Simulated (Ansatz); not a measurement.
In(Br)(Me)(OH) (CH4BrInO), SMILES [CH3][In]([OH])[Br].

The structure is a stationary point at r2SCAN-D4/def2-SVP. The structure was generated by enumeration; whether it is a known compound was not checked. The def2 effective core potentials stand for the cores of In; spin–orbit coupling is left out. Other conformers were not sampled.

Two levels are set side by side: PBE/def2-SVPD (Ansatz, an electronic-structure program) and CAM-B3LYP/def2-SVPD (Ansatz). Energy differences of separate SCF runs at the same geometry; the states with an electron removed or added have multiplicity 2 and 2. Differences are taken from unrounded values.

| quantity | CAM-B3LYP | PBE | PBE minus CAM-B3LYP |
|---|---|---|---|
| vertical ionisation energy (eV) | 10.37 | 9.73 | -0.64 |
| vertical singlet–triplet gap (eV) | 5.08 | 4.38 | -0.70 |
